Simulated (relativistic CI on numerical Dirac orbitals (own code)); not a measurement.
**What each ingredient does to the levels of Ce49+**

Base calculation: Dirac-Coulomb-Breit CI, separate exchange-only KLI orbitals for each configuration, QED by a radiative potential, unscaled Slater integrals.

Configuration list (outside the closed core 1s2): 2s2 2p5, 2s 2p6, 2p6 3s, 2p6 3p, 2p6 3d, 2s2 2p4 3s, 2s2 2p4 3p, 2s2 2p4 3d, 2s 2p5 3s, 2s 2p5 3p, 2s 2p5 3d, 2s2 2p4 4s, 2s2 2p4 4p, 2s2 2p4 4d, 2s2 2p4 4f, 2s 2p5 4s. Levels of other configurations are missing.

Variants: (1) configuration mixing switched off; (2) non-relativistic limit. Shifts of the energy above 2s2 2p5 2P°_3/2, in eV, for the lowest level and the first level of each name with at least 55 % of one term (blank where a level changes its place among those of its configuration and J or its character, or is not in the variant):

```tsv
Level	Base	Δ(1)	Δ(2)
2s2 2p5 2P°_3/2	0.00	0.00	0.00
2s2 2p5 2P°_1/2	461.04	-0.08	-461.04
2s 2p6 2S_1/2	797.95	+0.72	-502.58
2s2 2p4 3s 4P_5/2	5047.90	+0.21	+123.50
2s2 2p4 3s 2P_3/2	5056.11	+0.26	
2s2 2p4 3s 2S_1/2	5093.20	+3.13	
2s2 2p4 3p 2P°_1/2	5185.32	+3.01	
2s2 2p4 3p 4D°_7/2	5269.63	-0.22	-12.77
2s2 2p4 3d 4F_9/2	5409.14	-0.52	-45.16
2s2 2p4 3d 2D_3/2	5420.16	+1.95	
2s2 2p4 3s 4P_3/2	5508.49	+0.24	
2s2 2p4 3s 2P_1/2	5515.53	+0.41	-330.82
2s2 2p4 3s 2D_5/2	5527.44	-0.20	-320.50
2s2 2p4 3s 2D_3/2	5531.18	+0.39	-324.23
2s2 2p4 3p 2F°_7/2	5746.06	-0.08	-458.80
2s 2p5 3s 4P°_5/2	5802.79	-5.32	-371.40
2s 2p5 3s 2P°_3/2	5819.56	-3.24	
2s2 2p4 3d 4D_1/2	5832.51	+0.03	
2s2 2p4 3d 4F_5/2	5847.04	+0.12	
2s2 2p4 3d 2G_7/2	5855.95	-0.49	
2s 2p5 3s 2P°_1/2	5868.59	-4.22	
2s2 2p4 3d 2G_9/2	5885.46	-0.51	-493.78
```

At this charge energies of transitions that change n are usually good to better than 1 %, and those within a shell (Δn = 0) to a few per cent.

Ionisation energy from the two ground configurations alone: base 9268.78 eV. The NIST ASD value (theoretical) is 9269 eV.

LS names give the leading component of a level, which can be under half, so a name can repeat, a term be missing and a line seem to break the LS rules.
